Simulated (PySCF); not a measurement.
Isomers of C5H6F3N, one GFN2-xTB conformer each. Single-point energies are computed at PBE0/pcSseg-1 (PySCF, gas phase, no added dispersion term), electronic only.

**Question.** Rank them by PBE0/pcSseg-1 energy, lowest first (kJ/mol).
A. `[H]/[N:4]=[C:3](\[CH:2]=[CH2:1])[CH2:5][C:6]([F:7])([F:8])[F:9]` with C1–C2–C3–N4 25°, C2–C3–C5–C6 64°
B. `[H]/[N:3]=[C:2](/[CH3:1])[CH2:4][C:5]([F:6])=[C:7]([F:8])[F:9]` with C1–C2–C4–C5 85°, C2–C4–C5–F6 -80°
C. `[CH:1]#[C:2][C@:3]([CH3:4])([NH2:5])[C:6]([F:7])([F:8])[F:9]` with C2–C3–N5–H -59° and 62°
D. `[NH2:1][C@@H:2]1[CH2:3][CH:4]=[C:5]1[C:6]([F:7])([F:8])[F:9]` with H–N1–C2–C3 50° and -73°

**Answer.** A (0.0), D (48.5), B (92.2), C (96.2).

As drawn, the lowest has a C=N bond and a C=C bond outside aromatic rings, which the highest lacks; the highest has a C≡C bond, which the lowest lacks. Neighbours under 10 kJ/mol apart ([H]/N=C(/C)CC(F)=C(F)F and C#C[C@](C)(N)C(F)(F)F) can change places with a better method, another conformer or zero-point energy. GFN2-xTB itself gives, in the same order: 0.0, 17.8, 21.9, 60.4. Both levels put the same isomer lowest; measured from each level's own lowest isomer, the values differ by up to 70.3 kJ/mol ([H]/N=C(/C)CC(F)=C(F)F: 21.9 against 92.2).

**Question.** Which frontier levels, dipoles and rotational constants go with these structures?

**Answer.** 
```
                SMILES  HOMO (eV, PBE0/pcSseg-1)  LUMO (eV)  dipole (D)      A, B, C (MHz)
[H]/N=C(\C=C)CC(F)(F)F                     -7.84      -1.64        2.82  2832, 1118, 973.4
 N[C@@H]1CC=C1C(F)(F)F                     -7.06      -0.66        3.98   2675, 1257, 1046
[H]/N=C(/C)CC(F)=C(F)F                     -7.13      -0.37        2.12  2573, 1074, 854.1
 C#C[C@](C)(N)C(F)(F)F                     -7.59       0.63        2.84   2150, 1499, 1330
```
